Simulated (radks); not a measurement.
Numerical settings for the iridium ion Ir3+, [Xe] 4f14 5d6. All-electron calculation, Dirac Kohn-Sham, LDA (Slater exchange, Perdew-Wang correlation), spin-unpolarised, spherical densities, finite nucleus; open shells fill j = l - 1/2 first; Fermi nuclear charge, rms radius 5.4032 fm. Program: a radial shooting solver on a logarithmic mesh with Libxc functionals. The defaults (mesh step 0.008 in ln r, mesh end at 40 bohr or more with all orbitals vanishing there, Anderson mixing 0.5 over 9 steps, residual threshold near 1e-9 with the energy settled to 1e-9 hartree or 1e-11 of itself, here a cap of 83 iterations) give E = -17842.382 hartree and 5d5/2 at -36.371 eV in 15 iterations. Run on one thread of a shared host, so times are rough (Arm Neoverse V1): 0.18 s of CPU time, 0.18 s wall, 15 iterations on 2213 mesh points. Changes against that run (0 stands for a change within the tolerance of the run):

setting                    iterations  converged  E (mhartree)  e(5d5/2) (meV)  CPU (s)
mesh step in ln r 0.003            15        yes             0               0     0.43
mesh step in ln r 0.03             15        yes       +0.0114               0     0.06
mesh step in ln r 0.08              2         no      diverged               -     0.01
mesh end (bohr) 12                 15        yes             0               0     0.17
mesh end (bohr) 5                  15        yes         +2.86           +94.4     0.16
residual threshold 0.001           10        yes             0          +0.314     0.14
residual threshold 1e-05           10        yes             0          +0.314     0.14
mixing 0.05                        19        yes             0               0     0.21
linear mixing, mixing 0.2          83         no             0               0     0.63
linear mixing, mixing 0.8          83         no     +9.82e+04       -2.41e+05        2
mixing history 2                   20        yes             0               0      0.2
iteration cap 8                     8         no      +0.00298           +13.7      0.1

Settings that end as converged yet miss the energy by more than 1 mhartree: mesh end (bohr) 5 (+0.00286 hartree). A mesh that ends early acts as a hard wall.
